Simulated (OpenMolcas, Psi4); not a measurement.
**SnSe (SMILES [Se][Sn]): the vertical ionisation energy, rung by rung**

The species is SnSe (2 atoms), meant as a singlet with charge 0. As SMILES, `[Se][Sn]`. The coordinates come from a PBE0-D4/def2-TZVP relaxation.

| atom | x (Å) | y (Å) | z (Å) |
| --- | --- | --- | --- |
| Se | 0.0000 | 0.0000 | 0.0065 |
| Sn | 0.0000 | 0.0000 | 2.3318 |

Each level gives the vertical ionisation energy (to the doublet cation) (eV). The values are calculated.

```
                            level                   kind     program  value (eV)
    HF/def2-TZVP (core potential)           Hartree–Fock  OpenMolcas        8.51
 SVWN5/def2-TZVP (core potential)                    LDA  OpenMolcas        9.46
  BLYP/def2-TZVP (core potential)                    GGA  OpenMolcas        9.02
revPBE/def2-TZVP (core potential)                    GGA  OpenMolcas        9.04
 M06-L/def2-TZVP (core potential)               meta-GGA  OpenMolcas        8.94
M06-2X/def2-TZVP (core potential)        hybrid meta-GGA  OpenMolcas        9.19
  PBE0/def2-TZVP (core potential)          global hybrid  OpenMolcas        9.37
  CCSD/def2-TZVP (core potential)  coupled cluster or CI        Psi4        9.32
```

Spin-orbit coupling, which can split open shells on such heavy atoms by tenths of an eV, is left out. The values span 8.51 to 9.46 eV. In the correlated wave-function rows the outer d shell of Se, Sn is correlated, in sets not made for it.
